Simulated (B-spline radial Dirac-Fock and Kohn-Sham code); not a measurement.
**Binding energies of Pr³⁺**

System: the Pr³⁺ ion, [Xe] 4f1 6p1 (an excited configuration); nuclear rms radius 4.8919 fm (A = 141).

Input of the calculation (task.json; shells as n, l, electrons):

```json
{"items": [{
  "Z": 59,
  "q": 3,
  "cfg": [[1, 0, 2], [2, 0, 2], [2, 1, 6], [3, 0, 2], [3, 1, 6], [3, 2, 10], [4, 0, 2], [4, 1, 6], [4, 2, 10], [4, 3, 1], [5, 0, 2], [5, 1, 6], [6, 1, 1]],
  "A": 141,
  "rrms": 4.8919,
  "do": ["binding"]
}]}
```

Command: `python xray_run.py task.json out`

The computed values come from a radial finite-basis atomic code: ΔSCF Dirac-Fock with Breit, self-energy and vacuum polarisation, finite nucleus, configuration average. Electron correlation is not included. Energies are counted from the vacuum level.

All terms are in eV, carry their sign (relaxation lowers the binding energy) and add up to the binding energy; ⟨r⟩ is the mean radius of the orbital in the initial state.

```tsv
subshell	−ε (Koopmans)	relaxation	Breit	self-energy	vacuum polarisation	binding energy	⟨r⟩ (bohr)
K (1s)	42272.6	-70.40	-109.04	-66.02	10.01	42037.2	0.024
L1 (2s)	6947.4	-37.60	-10.93	-8.56	1.21	6891.5	0.102
L2 (2p1/2)	6550.9	-41.53	-18.27	0.41	-0.01	6491.5	0.086
L3 (2p3/2)	6067.2	-39.75	-11.80	-0.36	-0.06	6015.2	0.092
M1 (3s)	1582.6	-16.69	-1.69	-1.83	0.25	1562.6	0.271
M2 (3p1/2)	1413.3	-17.36	-3.01	0.08	0.00	1393.0	0.261
M3 (3p3/2)	1315.3	-16.62	-1.74	-0.06	-0.02	1296.8	0.273
M4 (3d3/2)	1023.5	-18.55	-1.06	0.17	-0.02	1004.0	0.245
M5 (3d5/2)	1002.7	-18.25	-0.56	0.11	-0.02	983.9	0.248
N1 (4s)	370.5	-5.94	-0.28	-0.41	0.06	364.0	0.619
N2 (4p1/2)	304.6	-5.76	-0.54	0.03	0.00	298.3	0.637
N3 (4p3/2)	283.0	-5.44	-0.26	0.00	0.00	277.3	0.662
N4 (4d3/2)	172.3	-5.08	-0.07	0.04	0.00	167.2	0.712
N5 (4d5/2)	168.5	-4.96	0.02	0.03	0.00	163.5	0.722
N6,7 (4f)	51.29	-3.44	0.14	0.03	0.00	48.01	0.913
O1 (5s)	84.18	-1.07	-0.04	-0.07	0.01	83.01	1.447
O2 (5p1/2)	62.52	-0.99	-0.07	0.01	0.00	61.46	1.581
O3 (5p3/2)	58.86	-0.91	-0.03	0.00	0.00	57.93	1.644
P2,3 (6p)	20.86	-0.01	-0.01	0.00	0.00	20.84	3.892
```

For the deepest level, K (1s), the Breit terms make up -0.259 % of the binding energy, QED -0.133 % and orbital relaxation -0.167 %.

Spin-orbit splittings: 2p 476.2 eV, 3p 96.14 eV, 3d 20.06 eV, 4p 21.00 eV, 4d 3.68 eV, 5p 3.54 eV.
